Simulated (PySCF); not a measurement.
A species of formula C5H14OSi2 has this rotational fingerprint, computed with PBE0-D3(BJ)/def2-SVP geometry optimisation, gas phase in PySCF:

| Property | Result |
| --- | --- |
| Rotational constants | A = 2638, B = 783.6, C = 710.6 MHz |
| Dipole components | \|μa\| = 0.06 D, \|μb\| = 0.99 D, \|μc\| = 0.73 D |
| Inertial defect | -125.31 u·Å² |
| κ | -0.92 |

Question: Which structure is it? (One computed conformer of each.)
A. `[CH2:1]=[C:2]([CH3:3])[Si@@:4]([OH:5])([SiH3:6])[CH2:7][CH3:8]` with C1–C2–Si4–O5 -11°, C2–Si4–O5–H -62°, C2–Si4–C7–C8 177°
B. `[CH3:1][CH2:2][O:3][Si@H:4]([CH3:5])/[CH:6]=[CH:7]\[SiH3:8]` with C1–C2–O3–Si4 171°, C2–O3–Si4–C5 -165°, O3–Si4–C6–C7 33°
C. `[CH3:1][CH:2]([CH3:3])[O:4][CH:5]1[SiH2:6][CH2:7][SiH2:8]1` with C1–C2–O4–C5 71°, C2–O4–C5–Si6 59°, O4–C5–Si6–C7 145°, C5–Si6–C7–Si8 -22°, Si6–C7–Si8–C5 22°, O4–C5–Si8–C7 -149°

Answer: C. It is CC(C)OC1[SiH2]C[SiH2]1, a near-prolate asymmetric top, point group C1. The candidates at the same level (rigid rotor, commonest isotopes):

```tsv
SMILES	A (MHz)	B (MHz)	C (MHz)	μa (D)	μb (D)	μc (D)	Δ (u·Å²)	point group	rotor
C=C(C)[Si@@](O)([SiH3])CC	1448	1018	890.3	0.73	2.13	0.52	-277.56	C1	asymmetric top
CC(C)OC1[SiH2]C[SiH2]1	2638	783.6	710.6	0.06	0.99	0.73	-125.31	C1	near-prolate asymmetric top
CCO[Si@H](C)/C=C\[SiH3]	1335	1169	789.9	0.07	0.60	0.86	-170.83	C1	asymmetric top
```

`CCO[Si@H](C)/C=C\[SiH3]` has A 49 % too low; `C=C(C)[Si@@](O)([SiH3])CC` has A 45 % too low. No structure here is proved a minimum.
